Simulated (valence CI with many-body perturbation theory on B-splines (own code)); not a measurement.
# Eu¹²⁺: calculated level list

Level of theory: relativistic CI+MBPT: five valence electrons over a frozen Dirac-Fock core [Kr] 4d10, a basis of 7 s, 7 p, 7 d, 7 f, 4 g, 2 h functions for each j, with the one-electron correlation potential Σ1, the two-electron term Σ2, the three-electron term Σ3, Breit, model QED; selected CI, second order for the rest, scaled by the run's own slope (own B-spline code, finite nucleus).

No measured levels were compared; by estimate terms of the open shell hold to a few per cent of their energy, and close levels can change places. Among the levels kept, up to 2600 cm⁻¹ of a level comes from second order outside the variational space, and about a tenth of that is noise between levels of different J, which matters for small intervals.

Levels 1 to 45 of 205, with energies above the lowest level, 4f3.5s2 4I°_9/2. "Leading %" is the weight of the configuration and term that name the level; weights of strongly mixed levels are sums over their largest components and can fall short. In the jj column 3d3/2^4 stands for four electrons in 3d with j = 3/2. Lifetimes count E1, E2, E3, M1 and M2 decay at the calculated energies, and are blank where another channel may lead or the interval is too uncertain; long ones can be off by a factor of two.

| No. | Configuration | Term | J | E (cm⁻¹) | Leading % | Lifetime | Second component | Leading jj |
| --- | --- | --- | --- | --- | --- | --- | --- | --- |
| 1 | 4f3.5s2 | 4I° | 9/2 | 0.0 | 94 |  | 5 % 4f3.5s2 2H° | 4f5/2^3 5s^2 (64 %) |
| 2 | 4f3.5s2 | 4I° | 11/2 | 3949 | 97 | 390 ms |  | 4f5/2^2 4f7/2 5s^2 (86 %) |
| 3 | 4f3.5s2 | 4I° | 13/2 | 7997 | 97 | 314 ms |  | 4f5/2 4f7/2^2 5s^2 (78 %) |
| 4 | 4f3.5s2 | 4I° | 15/2 | 12076 | 96 | 460 ms |  | 4f7/2^3 5s^2 (46 %) |
| 5 | 4f3.5s2 | 4F° | 3/2 | 19201 | 89 |  | 8 % 4f3.5s2 2D° | 4f5/2^3 5s^2 (48 %) |
| 6 | 4f3.5s2 | 2H° | 9/2 | 20629 | 60 | 75.3 ms | 22 % 4f3.5s2 2G° | 4f5/2^2 4f7/2 5s^2 (54 %) |
| 7 | 4f3.5s2 | 4F° | 5/2 | 21486 | 94 | 2.10 s |  | 4f5/2^2 4f7/2 5s^2 (71 %) |
| 8 | 4f3.5s2 | 4F° | 7/2 | 23310 | 85 | 2.36 s | 12 % 4f3.5s2 2G° | 4f5/2^2 4f7/2 5s^2 (61 %) |
| 9 | 4f3.5s2 | 4S° | 3/2 | 23359 | 89 | 6.83 s | 7 % 4f3.5s2 2P° | 4f5/2^2 4f7/2 5s^2 (59 %) |
| 10 | 4f3.5s2 | 4F° | 9/2 | 25868 | 73 | 172 ms | 20 % 4f3.5s2 2H° | 4f5/2 4f7/2^2 5s^2 (83 %) |
| 11 | 4f3.5s2 | 2H° | 11/2 | 27414 | 90 | 82.6 ms | 7 % 4f3.5s2 4G° | 4f5/2 4f7/2^2 5s^2 (68 %) |
| 12 | 4f3.5s2 | 4G° | 5/2 | 28985 | 96 | 3.60 s |  | 4f5/2^2 4f7/2 5s^2 (41 %) |
| 13 | 4f3.5s2 | 2G° | 7/2 | 29175 | 53 | 204 ms | 36 % 4f3.5s2 4G° | 4f5/2^2 4f7/2 5s^2 (68 %) |
| 14 | 4f3.5s2 | 2K° | 13/2 | 32067 | 96 | 83.5 ms |  | 4f5/2^2 4f7/2 5s^2 (66 %) |
| 15 | 4f3.5s2 | 4G° | 7/2 | 32824 | 61 | 235 ms | 33 % 4f3.5s2 2G° | 4f5/2 4f7/2^2 5s^2 (54 %) |
| 16 | 4f3.5s2 | 4G° | 9/2 | 33902 | 74 | 120 ms | 11 % 4f3.5s2 2G° | 4f5/2 4f7/2^2 5s^2 (68 %) |
| 17 | 4f3.5s2 | 2D° | 3/2 | 35592 | 47 | 54.2 ms | 37 % 4f3.5s2 2P° | 4f5/2 4f7/2^2 5s^2 (56 %) |
| 18 | 4f3.5s2 | 2K° | 15/2 | 36035 | 89 | 57.4 ms | 7 % 4f3.5s2 2L° | 4f5/2^2 4f7/2 5s^2 (51 %) |
| 19 | 4f3.5s2 | 2G° | 9/2 | 36996 | 60 | 74.2 ms | 20 % 4f3.5s2 4G° | 4f7/2^3 5s^2 (73 %) |
| 20 | 4f3.5s2 | 4G° | 11/2 | 37782 | 88 | 219 ms | 10 % 4f3.5s2 2H° | 4f7/2^3 5s^2 (43 %) |
| 21 | 4f3.5s2 | 2P° | 1/2 | 39228 | 89 | 138 ms | 9 % 4f3.5s2 4D° | 4f5/2^2 4f7/2 5s^2 (57 %) |
| 22 | 4f3.5s2 | 2D° | 5/2 | 40531 | 95 | 85.3 ms |  | 4f5/2 4f7/2^2 5s^2 (71 %) |
| 23 | 4f3.5s2 | 2P° | 3/2 | 45555 | 50 | 42.9 ms | 43 % 4f3.5s2 2D° | 4f7/2^3 5s^2 (70 %) |
| 24 | 4f3.5s2 | 4D° | 3/2 | 47569 | 75 | 509 ms | 21 % 4f3.5s2 2D° | 4f5/2^2 4f7/2 5s^2 (73 %) |
| 25 | 4f3.5s2 | 4D° | 5/2 | 47673 | 72 | 184 ms | 22 % 4f3.5s2 2D° | 4f5/2^2 4f7/2 5s^2 (64 %) |
| 26 | 4f3.5s2 | 2I° | 11/2 | 48305 | 80 | 155 ms | 17 % 4f3.5s2 2H° | 4f5/2^2 4f7/2 5s^2 (72 %) |
| 27 | 4f3.5s2 | 4D° | 1/2 | 49150 | 89 | 437 ms | 9 % 4f3.5s2 2P° | 4f5/2 4f7/2^2 5s^2 (57 %) |
| 28 | 4f3.5s2 | 2L° | 15/2 | 49878 | 91 | 89.8 ms | 7 % 4f3.5s2 2K° | 4f5/2 4f7/2^2 5s^2 (45 %) |
| 29 | 4f3.5s2 | 2I° | 13/2 | 51232 | 97 | 139 ms |  | 4f5/2 4f7/2^2 5s^2 (86 %) |
| 30 | 4f3.5s2 | 4D° | 7/2 | 52388 | 96 | 386 ms |  | 4f5/2 4f7/2^2 5s^2 (67 %) |
| 31 | 4f3.5s2 | 2L° | 17/2 | 52608 | 98 | 210 ms |  | 4f5/2 4f7/2^2 5s^2 (98 %) |
| 32 | 4f3.5s2 | 2H° | 9/2 | 54833 | 96 | 90.7 ms |  | 4f5/2 4f7/2^2 5s^2 (50 %) |
| 33 | 4f3.5s2 | 2D° | 3/2 | 57073 | 76 | 58.4 ms | 20 % 4f3.5s2 4D° | 4f5/2 4f7/2^2 5s^2 (66 %) |
| 34 | 4f3.5s2 | 2H° | 11/2 | 57927 | 78 | 55.3 ms | 18 % 4f3.5s2 2I° | 4f5/2 4f7/2^2 5s^2 (49 %) |
| 35 | 4f3.5s2 | 2D° | 5/2 | 58625 | 48 | 41.2 ms | 25 % 4f3.5s2 4D° | 4f5/2 4f7/2^2 5s^2 (56 %) |
| 36 | 4f3.5s2 | 2F° | 5/2 | 65864 | 68 | 21.4 ms | 28 % 4f3.5s2 2D° | 4f7/2^3 5s^2 (51 %) |
| 37 | 4f3.5s2 | 2F° | 7/2 | 68147 | 94 | 25.5 ms |  | 4f7/2^3 5s^2 (41 %) |
| 38 | 4f3.5s2 | 2G° | 9/2 | 79936 | 97 | 60.4 ms |  | 4f5/2 4f7/2^2 5s^2 (63 %) |
| 39 | 4f3.5s2 | 2G° | 7/2 | 81828 | 96 | 86.6 ms |  | 4f5/2 4f7/2^2 5s^2 (54 %) |
| 40 | 4f4.5s | 6I | 7/2 | 89967 | 97 | 7.48 ms |  | 4f5/2^3 4f7/2 5s (40 %) |
| 41 | 4f4.5s | 6I | 9/2 | 91653 | 97 | 7.74 ms |  | 4f5/2^3 4f7/2 5s (55 %) |
| 42 | 4f4.5s | 6I | 11/2 | 93645 | 98 | 10.8 ms |  | 4f5/2^2 4f7/2^2 5s (47 %) |
| 43 | 4f4.5s | 6I | 13/2 | 95868 | 98 | 12.8 ms |  | 4f5/2^2 4f7/2^2 5s (64 %) |
| 44 | 4f4.5s | 6I | 15/2 | 98243 | 97 | 12.8 ms |  | 4f5/2 4f7/2^3 5s (48 %) |
| 45 | 4f4.5s | 6I | 17/2 | 100730 | 96 | 10.1 ms |  | 4f5/2 4f7/2^3 5s (45 %) |

Names give the largest LS component (configuration and term), which can be under half, so a name can repeat, a term be missing and a line seem to break the LS rules; names also repeat where a configuration has a term twice.

Where two levels of one J and parity lie close, their mixing, g and order are uncertain.

The ionisation energy to 4f2.5s2 3H_4 of the next ion comes out as 232.46 eV (NIST: 243 ± 12 eV (theoretical)). All 205 levels together are meant to be complete up to 168320 cm⁻¹.
